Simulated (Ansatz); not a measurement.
```yaml
crystal:
  periodic: [false, false, false]
  atoms:
    - {symbol: Cl, position_ang: [-0.582209, -2.027691, 1.130661]}
    - {symbol: C, position_ang: [0.790899, 0.495920, -0.039230]}
    - {symbol: Si, position_ang: [0.740899, 0.195920, -0.339230]}
    - {symbol: B, position_ang: [-0.982874, 0.591108, -1.313053]}
    - {symbol: Cl, position_ang: [-1.105209, 0.448814, -3.043977]}
    - {symbol: Cl, position_ang: [-2.374221, 1.143541, -0.417353]}
    - {symbol: H, position_ang: [-0.274638, 0.160196, 1.950101]}
    - {symbol: H, position_ang: [1.238379, -0.761922, 1.933399]}
    - {symbol: H, position_ang: [1.488194, 1.477145, -0.168337]}
    - {symbol: H, position_ang: [1.590425, -0.762192, -1.089870]}
basis:
  gaussian: {orbitals: cc-pVTZ-DK, fitting: {mean_field: def2-universal-jkfit}, point_charges: [{charge: 2.00, position_ang: [5.281, -0.294, -0.314]}]}
hamiltonian: {xc: {name: revPBE0}, dispersion: d3bj}
```

```sh
$ ansatz run in.yaml --threads 4 --pin off --events-out ev --progress --plain --max-ram 10444MiB
```

Output, abridged:

```
Functional definition: revPBE0
734 factors; integrals over basis functions are off by at most 1.3e0 eV
mean field evaluation 1: about -46867.7287 eV, gradient 1.9e2 eV
mean field evaluation 2: about -46611.3062 eV, gradient 2.8e2 eV
mean field evaluation 4: about -46892.4057 eV, gradient 9.3e1 eV
mean field evaluation 8: about -46938.2345 eV, gradient 2.6e0 eV
mean field evaluation 16: about -46938.2614 eV, gradient 5.2e-3 eV
mean field -46938.26140819 eV, -1724.9492908548 hartree, gradient 4.9e-5 eV, S^2 0.000000; 0 other end points of the search recorded, 0 dependent functions left out
reference -46938.26144974 eV, -1724.9492923816 hartree; 40, 40 occupied and 212, 212 virtual orbitals, 734 factors
Total energy: -46939.08972057 eV, -1724.9797307730 hartree
Relativity: scalar
```

What is wrong with this run?

One atom was put on top of another. The calculation finished and met its thresholds. The result belongs to that input, not to the molecule as meant.
